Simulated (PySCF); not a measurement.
# Spin-rotation constants: `FC(F)CSC1(F)CC1`, C5H7F3S

Geometry:
| atom | x (Å) | y (Å) | z (Å) |
| --- | --- | --- | --- |
| F1 | -3.185 | 0.344 | -1.268 |
| C2 | -2.785 | 0.471 | 0.016 |
| F3 | -3.721 | -0.165 | 0.764 |
| C4 | -1.428 | -0.170 | 0.239 |
| S5 | -0.107 | 0.890 | -0.457 |
| C6 | 1.225 | 0.354 | 0.619 |
| F7 | 1.036 | 0.773 | 1.907 |
| C8 | 1.885 | -0.974 | 0.432 |
| C9 | 2.626 | 0.296 | 0.113 |
| H10 | -2.808 | 1.539 | 0.277 |
| H11 | -1.259 | -0.258 | 1.312 |
| H12 | -1.400 | -1.152 | -0.235 |
| H13 | 1.551 | -1.594 | -0.385 |
| H14 | 2.160 | -1.516 | 1.324 |
| H15 | 2.796 | 0.551 | -0.921 |
| H16 | 3.405 | 0.619 | 0.787 |

The calculation used GIAO KT3/pcSseg-1 magnetisability, rotational g tensor and spin-rotation constants, non-relativistic, gas phase (PySCF). Geometry: GFN2-xTB.

Give the nuclear spin-rotation constants along the inertial axes (H = +C I·J) beside the isotropic shieldings.

Rotational constants 3.1314, 0.6408, 0.5969 GHz. A star marks the isotopologue with that one atom substituted, in its own axes.
```
atom  isotope  Caa (kHz)  Cbb (kHz)  Ccc (kHz)  mean (kHz)  σ (ppm)
  F1      19F      3.030      0.593      0.742       1.455    290.4
  F3      19F      3.125      0.532      0.900       1.519    278.8
  F7      19F      2.203      0.402      0.512       1.039    345.8
 H10       1H     -0.268     -0.065      0.046      -0.096     25.4
 H11       1H     -0.255      0.016     -0.069      -0.102     28.5
 H12       1H     -0.309     -0.068      0.024      -0.117     28.3
 H13       1H     -0.281     -0.051     -0.023      -0.118     30.8
 H14       1H     -0.306     -0.016     -0.047      -0.123     30.3
 H15       1H     -0.334      0.008     -0.067      -0.131     30.6
 H16       1H     -0.018     -0.062     -0.059      -0.046     30.3
  C2     13C*      0.929      0.183      0.186       0.433     63.8
  C4     13C*      0.524      0.118      0.112       0.251    144.4
  S5     33S*      0.612      0.213      0.204       0.343    431.8
  C6     13C*      0.942      0.113      0.166       0.407     95.3
  C8     13C*      0.436      0.069      0.112       0.206    166.5
```
For the geometry as given, no vibrational averaging.
